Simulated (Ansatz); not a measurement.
Cost and result for the atomization energy of `[SiH3][SiH2][SiH2][GeH2][SiH2][SiH3]` (20 atoms, 19 bonds).

Cartesian coordinates in Å:
```
Si 1.2958 1.8072 -1.5073
Si -0.8855 1.0056 -1.7737
Si -0.8367 -1.3284 -1.8432
Ge 0.2439 -2.1496 0.1144
Si -0.6599 -1.1495 2.0819
Si 0.2759 0.9449 2.5383
H 2.0652 1.5646 -2.7578
H 1.3132 3.2634 -1.2056
H 1.9701 1.0811 -0.3975
H -1.4857 1.5712 -3.0148
H -1.7264 1.4248 -0.6176
H -2.2189 -1.8811 -1.8963
H -0.1017 -1.7852 -3.0558
H 0.0815 -3.6806 0.1946
H 1.7525 -1.8468 0.0371
H -2.1357 -1.0171 1.9261
H -0.4019 -2.0412 3.2477
H -0.2256 1.4565 3.8426
H 1.7572 0.8315 2.6061
H -0.0776 1.9287 1.4807
```

The species carries charge 0 and has multiplicity 1. Correlated methods include outer-core shells of Ge, which these sets cover unevenly. Scalar relativity is left out up to krypton. The geometry is a stationary point of PBE0-D4/def2-TZVP. It is one conformer, not always the lowest. Program: Ansatz. All runs use 3 threads of an AMD EPYC 7R13 on a shared host and a share of an NVIDIA H100 80 GB. Times are those of one run each, without the atoms' runs, and a repeat can differ threefold. Electronic energies, without spin–orbit coupling; frozen cores. CCSD(T)/CBS adds CCSD(T) − MP2 in def2-TZVPP to the MP2 limit, and its time is that of the two runs behind it. T1 = 0.013. With those shells the extrapolation isn't a true limit. B3LYP takes the VWN-RPA correlation (the form of Gaussian; ORCA's B3LYP/G).

CCSD(T)/CBS is a level of theory with its own doubt, some kJ/mol a heavy atom from the limit and from the frozen cores, so smaller differences don't rank the functionals.

| level | functions | wall time | atomization (kcal/mol) | difference from CCSD(T)/CBS | per bond |
| --- | --- | --- | --- | --- | --- |
| BHLYP-D4/def2-TZVPP | 454 | 3.6 s | 1358.4 | -12.1 | -0.6 |
| B2PLYP/def2-TZVPP | 454 | 3.6 s | 1338.3 | -32.2 | -1.7 |
| revPBE-D4/def2-TZVPP | 454 | 3.7 s | 1331.3 | -39.2 | -2.1 |
| BLYP-D4/def2-TZVPP | 454 | 3.9 s | 1342.5 | -28.0 | -1.5 |
| CCSD(T)/def2-SVP | 192 | 4.6 s | 1274.9 | -95.6 | -5.0 |
| LDA (SPW92)/def2-TZVPP | 454 | 5 s | 1500.1 | 129.6 | 6.8 |
| r2SCANh-D4/def2-TZVPP | 454 | 5.5 s | 1365.4 | -5.1 | -0.3 |
| ωB97M-V/def2-TZVPP (with forces) | 454 | 5.5 s | 1361.4 | -9.1 | -0.5 |
| B3LYP-D4/def2-TZVPP (with forces) | 454 | 6 s | 1363.8 | -6.7 | -0.4 |
| PBE-QIDH/def2-TZVPP | 454 | 6.5 s | 1347.6 | -22.9 | -1.2 |
| MP2/def2-QZVPP | 859 | 12 s | 1334.4 | -36.1 | -1.9 |
| CCSD(T)/def2-TZVPP | 454 | 24 s | 1338.0 | -32.5 | -1.7 |
| CCSD(T)/CBS(def2) | – | 36 s | 1370.5 | 0.0 | 0.0 |

At CCSD(T), def2-SVP lies −95.6 kcal/mol from the extrapolated value and def2-TZVPP −32.5 kcal/mol: correlation converges slowly with the basis, and small sets miss more of it in the bonded molecule than in its fragments. The D4 term adds +25.0 kcal/mol with B3LYP and +13.8 kcal/mol with PBE0; it sums over pairs of atoms, weighted by their polarisabilities, and B3LYP, whose exchange is more repulsive, gets the larger term. In def2-TZVPP, CCSD(T) changes the Hartree–Fock value by +299.8 kcal/mol (the triples alone add +12.4 kcal/mol) and MP2 by +277.1 kcal/mol; breaking electron pairs costs correlation energy, which Hartree–Fock lacks.
